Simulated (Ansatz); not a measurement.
A geometry relaxed with PBE0-D3(BJ)/def2-TZVP run with Ansatz (a program for electronic structure), charge 0, multiplicity 1:

```xyz
5

F      1.6237    -0.7770    -0.0370
H     -0.9186    -0.5612    -1.3630
H      0.2036     1.7228    -0.0829
H     -0.7952    -0.4389     1.4803
Sn    -0.1135     0.0543     0.0026
```

Task: Write the SMILES of this molecule.

Result: `[F][SnH3]`
